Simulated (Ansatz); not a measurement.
Cartesian coordinates in Å:
```
C -0.232 -0.537 -0.425
Al 0.226 1.343 -0.087
Br 0.973 1.892 2.004
H -1.281 -0.626 -0.723
H -0.063 -1.136 0.473
H 0.377 -0.937 -1.241
```

Total charge 0; spin multiplicity 2.

(1) List the PBE0/def2-TZVPP orbital energies in eV (the Gaussian-basis code of Ansatz). (Estimate.)

## Answers

(1) Computed: α occupied: -13149.69, -1704.60, -1535.13, -1535.10, -1535.09, -1528.76, -277.94, -238.43, -178.74, -178.64, -178.61, -114.54, -74.59, -74.53, -74.42, -72.24, -72.22, -72.20, -72.12, -72.12, -21.14, -19.48, -11.58, -11.49, -11.29, -9.16, -8.57, -8.46, -5.76. α empty: -1.67, 0.54, 0.68, 2.49, 2.61, 2.96, 3.57, 4.25. β occupied: -13149.68, -1704.59, -1535.11, -1535.09, -1535.08, -1528.69, -277.86, -238.42, -178.71, -178.63, -178.60, -114.42, -74.52, -74.40, -74.29, -72.23, -72.20, -72.18, -72.11, -72.11, -21.03, -19.30, -11.50, -11.44, -10.87, -8.79, -8.54, -8.30. β empty: -2.50, -0.98, 0.90, 1.12, 2.75, 2.77, 3.22, 3.94. ⟨S²⟩ = 0.753.
